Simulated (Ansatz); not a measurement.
Coupled-cluster diagnostics for [AuF4]- (AuF₄⁻), Ansatz.

Geometry of the singlet (PBE0-D4/def2-SVPD):

Cartesian coordinates in Å:
```
Au 0.0000 0.0000 0.0000
F 1.1620 -0.6549 -1.3997
F 1.1924 -0.7341 1.3333
F -1.1620 0.6549 1.3997
F -1.1924 0.7340 -1.3333
```

In the def2 sets Au takes a core potential; there is no spin–orbit coupling. Correlated methods freeze 4 core orbitals; core or outer-core shells of Au are correlated, in sets that lack core-valence functions.

Geometry of the charge -1 triplet (PBE0-D4/def2-SVPD):

```xyz
5

Au    0.0000    0.0000    0.0000
F    -0.1644   -1.4707   -1.3682
F     1.9711    0.1465   -0.3942
F     0.1644    1.4707    1.3682
F    -1.9711   -0.1465    0.3942
```

**Question.** Estimate the CCSD(T) correlation energy, the shares of MP2 and (T), T1 and the reference's ⟨S²⟩ for: charge -1, singlet, own geometry in def2-SVPD; charge -1, triplet, own geometry in def2-SVPD; charge 0, doublet, vertical in def2-SVPD; and the rough time on 2 threads of Arm Neoverse V1 on a shared host.

**Answer.** 
```json
{"state": "charge -1, singlet, own geometry", "basis": "def2-SVPD", "correlation (eV)": "-33.359", "MP2 share (%)": "98.8", "(T) share (%)": "3.0", "T1": "0.022", "⟨S²⟩ (pure)": "0.00 (0.00)", "wall time": "23 s", "remarks": "–"}
{"state": "charge -1, triplet, own geometry", "basis": "def2-SVPD", "correlation (eV)": "-33.266", "MP2 share (%)": "97.8", "(T) share (%)": "3.3", "T1": "0.038", "⟨S²⟩ (pure)": "2.03 (2.00)", "wall time": "75 s", "remarks": "–"}
{"state": "charge 0, doublet, vertical", "basis": "def2-SVPD", "correlation (eV)": "-32.987", "MP2 share (%)": "94.9", "(T) share (%)": "4.2", "T1": "0.090", "⟨S²⟩ (pure)": "0.76 (0.75)", "wall time": "6.7 min", "remarks": "large T1"}
```
Customary marks for T1 are 0.02 (closed shells), 0.045 (open shells) and about 0.05 (3d metals). T1 exceeds 0.02 in 3 of 3 rows and 0.045 in 1; the higher it lies, the less the single-reference result can be trusted.
